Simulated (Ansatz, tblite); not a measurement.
Forces on SnGe6 at its PBE-D4/def2-SVP geometry. Total charge 0; singlet.

In the def2 sets Sn takes a core potential; there is no spin–orbit coupling. The xTB rows come from tblite. LC-ωPBE has ω = 0.4 bohr⁻¹. The structure comes from a short search, and lower isomers may exist.

GFN1-xTB (tblite), largest force 1.72 eV/Å:

```xyz
7
positions Å, forces eV/Å
Sn    1.782   -0.044    1.736   -1.234    0.030   -1.202
Ge   -1.083   -0.003    2.023    0.678    0.003   -1.327
Ge   -0.033   -1.395   -0.025    0.140    1.160    0.131
Ge    1.994   -0.019   -1.135   -1.309    0.013    0.712
Ge    0.009    1.395    0.002    0.105   -1.166    0.109
Ge   -2.268    0.037   -0.343    1.288   -0.022    0.298
Ge   -0.402    0.028   -2.258    0.331   -0.017    1.280
```

GFN2-xTB (tblite), largest force 1.21 eV/Å:

```
Sn -0.868 0.021 -0.845
Ge 0.371 0.000 -0.571
Ge -0.006 0.817 -0.010
Ge -0.561 0.005 0.386
Ge -0.031 -0.816 -0.026
Ge 0.879 -0.015 0.193
Ge 0.216 -0.012 0.874
```

LC-ωPBE/def2-TZVP (Ansatz), largest force 1.30 eV/Å:

```
Sn -0.928 0.023 -0.905
Ge 0.577 0.002 -1.103
Ge -0.011 0.964 -0.016
Ge -1.088 0.010 0.606
Ge -0.040 -0.963 -0.034
Ge 1.252 -0.021 0.206
Ge 0.239 -0.016 1.246
```
